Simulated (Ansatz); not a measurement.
Two isomers of C3H7NOSi: A = `C=C1O[SiH2]C1N`, B = `C=CN([SiH3])C=O`.

Gas-phase electronic energies from Ansatz, PBE0-D4/def2-TZVP geometries. CCSD(T)/CBS adds triple-zeta CCSD(T) − MP2 to the extrapolated MP2 energy (def2 sets, frozen cores). Functionals use def2-TZVPP. B3LYP here is the variant with VWN-RPA as its local correlation; programs differ in this. One conformer a species, not always the lowest.

Which is lower in electronic energy at CCSD(T)/CBS, and by how much? (Best estimate.)

Computed: B, by 7.6 kcal/mol.

Give E(B) − E(A) in kcal/mol with CCSD/def2-TZVPP, ωB97M-V, B2PLYP, B3LYP, CCSD(T)/def2-TZVPP, HF/def2-TZVPP, PBE-D4. (Estimate.)

Ansatz gave: CCSD/def2-TZVPP -8.4, ωB97M-V -6.9, B2PLYP -10.9, B3LYP -11.7, CCSD(T)/def2-TZVPP -8.9, HF/def2-TZVPP -13.5, PBE-D4 -9.0. None reverses the order clearly.

Largest T1 diagnostic: 0.015.

In def2-TZVPP, CCSD(T) changes the Hartree–Fock value by +4.5 kcal/mol (the triples alone add −0.5 kcal/mol) and MP2 by +5.6 kcal/mol. From PBE to PBE0 (25 % exact exchange), in def2-TZVPP and without D4, E(B) − E(A) moves by +2.3 kcal/mol.
